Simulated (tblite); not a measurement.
Task: Give a GFN2-xTB geometry of `CO[SiH2]c1cccc(Cl)c1`.

Result: 
```
atom  x, y, z in Å
C1     3.611    0.438   -0.180
O2     2.220    0.350   -0.130
Si3    1.315   -0.926    0.291
C4    -0.439   -0.275    0.097
C5    -0.725    1.020   -0.319
C6    -2.032    1.455   -0.450
C7    -3.084    0.602   -0.167
C8    -2.802   -0.690    0.247
Cl9   -4.108   -1.771    0.605
C10   -1.498   -1.129    0.380
H11    4.020   -0.287   -0.887
H12    4.049    0.249    0.802
H13    3.875    1.445   -0.505
H14    1.583   -1.341    1.675
H15    1.561   -2.074   -0.592
H16    0.092    1.690   -0.541
H17   -2.238    2.465   -0.773
H18   -4.108    0.928   -0.265
H19   -1.302   -2.139    0.704
```

Any rigid rotation of these coordinates is as good. Atoms count from 1 in this order. Of the pairs four or more bonds apart, O2···H16 is among the closest relative to their van der Waals radii: 2.55 Å, 94 % of the sum of Bondi's values. The 10 heavy atoms lie in one plane (0.003 Å rms). The 6-membered ring C4–C5–C6–C7–C8–C10 has internal angles of 118.4° to 121.1° (sum 720°, against 720° for a flat polygon); it is planar, 0.00 Å rms from its mean plane, widest ring torsion 0°. Si3 (oxygen-bound silicon) is distorted tetrahedral (angles from 102.8° to 111.5°).

Bonds between heavy atoms (Å): C1–O2 1.394, O2–Si3 1.620, Si3–C4 1.881, C4–C5 1.390, C5–C6 1.384, C6–C7 1.384, C7–C8 1.385, C8–Cl9 1.733, C8–C10 1.383, C4–C10 1.389.

Computed geometry: GFN2-xTB, gas phase.

Point group: Cs (tolerance 0.08 Å). Its GFN2-xTB frequencies are all real (lowest 29 cm⁻¹). The numbers are those of one conformer (C1–O2–Si3–C4 180°, O2–Si3–C4–C5 0°). 3 starts were optimised and ended at 0.00, 1.25 and 1.58 kcal/mol (GFN2-xTB); the lowest of these is shown.
